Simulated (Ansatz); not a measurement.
Geometry optimisation, Ansatz 0.2.0, RKS revPBE-D4/def2-SVP.

Input:

```yaml
crystal:
  periodic: [false, false, false]
  atoms:
    - { symbol: O, position_ang: [-1.3681, 0.6575, -0.4441] }
    - { symbol: C, position_ang: [-0.1466, 0.6352, 0.1182] }
    - { symbol: As, position_ang: [0.9254, -0.6969, -0.8399] }
    - { symbol: H, position_ang: [-1.7927, -0.141, -0.2307] }
    - { symbol: H, position_ang: [-0.2132, 0.3689, 1.1801] }
    - { symbol: H, position_ang: [0.3453, 1.6459, 0.0271] }
    - { symbol: H, position_ang: [-0.14812, -0.912, -1.92861] }
    - { symbol: H, position_ang: [1.67427, 0.44424, -1.71344] }
basis:
  gaussian: { orbitals: def2-SVP }
hamiltonian:
  xc: revpbe
  dispersion: d4
relax:
  f_tol: 0.015
  max_steps: 40
```

Launched with:

```bash
$ ansatz run input.yaml --threads 1 --pin off --max-ram 2048MiB --backend cpu --events-out ev --progress --plain --runs-dir out
```

**Question.** Where does it end, and by what steps?

**Answer.** The run converged. After 15 steps the energy has fallen by 0.550 eV; H8 moved furthest, 0.85 Å.

```csv
step,energy less start (eV),largest force component (eV/Å),accepted
0,0.0000,2.818,yes
1,-0.3575,0.655,yes
2,-0.4064,0.270,yes
3,-0.4110,0.120,yes
4,-0.4140,0.065,yes
5,-0.4379,0.313,yes
6,-0.4533,0.230,yes
7,-0.4928,0.327,yes
8,-0.5238,0.418,yes
9,-0.5347,0.331,yes
10,-0.5283,0.379,no
11,-0.5482,0.096,yes
12,-0.5494,0.023,yes
13,-0.5496,0.025,yes
14,-0.5491,0.103,no
15,-0.5498,0.012,yes
```

```xyz
8
Properties=species:S:1:pos:R:3
O -1.313 1.009 -0.451
C -0.123 0.629 0.197
As 1.224 -0.399 -0.918
H -1.743 0.193 -0.767
H -0.289 0.011 1.113
H 0.390 1.559 0.521
H 0.174 -1.449 -1.350
H 0.956 0.449 -2.177
```

Time of the run: 48 s on 1 thread of Intel(R) Xeon(R) Platinum 8488C (Sapphire Rapids), with other jobs on the host, peak memory 0.26 GiB.
